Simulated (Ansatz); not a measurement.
Cl2H2O2Ti (`[OH][Ti]([OH])([Cl])[Cl]`). Charge 0, multiplicity 1. Correlated methods include outer-core shells of Ti, which these sets cover unevenly. Scalar relativity is left out up to krypton.

```xyz
7

O     1.427   -0.327    0.164
Ti   -0.232    0.257    0.131
O    -1.187   -0.773   -0.944
Cl   -1.057    0.198    2.168
Cl   -0.251    2.333   -0.592
H     2.283   -0.147    0.554
H    -0.981   -1.541   -1.481
```

(1) Give the diagnostics of a CCSD(T)/def2-TZVPP run (frozen core, the Gaussian-basis code of Ansatz). (Estimate.)

Results:

(1) The calculation gave: T1 = 0.0240, largest single amplitude 0.070, largest double 0.033, (T) share of the correlation energy 5.1 %, 14 CCSD cycles. The RHF solution is stable towards an unrestricted one. T1 lies over the customary mark of 0.02 for closed shells; compounds of d metals often pass it without a breakdown.
